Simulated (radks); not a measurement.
Species: Mn3+. Configuration: [Ar] 3d3 4p1 (not the ground configuration). Calculated with a radial shooting solver on a logarithmic mesh with Libxc functionals: scalar-relativistic Kohn-Sham, PBEsol, spin-polarised, spherical densities, point nucleus; open shells are filled with parallel spins first. Some entries of the table are withheld. Estimate them.

| orbital | occ. | eigenvalue (Ry) | <1/r> (bohr^-1) | <r^2> (bohr^2) |
|---|---|---|---|---|
| 1s up | 1 | -475.4723 | 24.91 | 0.004996 |
| 1s down | 1 | -475.4682 | 24.91 | 0.004996 |
| 2s up | 1 | -58.19937 | 5.295 | 0.09253 |
| 2s down | 1 | -58.07019 | 5.304 | 0.09222 |
| 2p up | 3 | -49.84541 | 5.195 | 0.07536 |
| 2p down | 3 | -49.74449 | 5.203 | 0.07504 |
| 3s up | 1 | -9.72347 | 1.697 | 0.8003 |
| 3s down | 1 | -9.43231 | 1.690 | 0.8045 |
| 3p up | 3 | -7.39287 | 1.573 | 0.8909 |
| 3p down | 3 | -7.10481 | 1.565 | 0.8980 |
| 3d up | 3 | -3.74598 | (1) | (2) |
| 3d down | 0 | -3.45878 | (3) | (4) |
| 4p up | 1 | -1.98883 | 0.5258 | 7.139 |

Answer. 
(1) 3d up <1/r> (bohr^-1): 1.302
(2) 3d up <r^2> (bohr^2): 1.180
(3) 3d down <1/r> (bohr^-1): 1.290
(4) 3d down <r^2> (bohr^2): 1.212
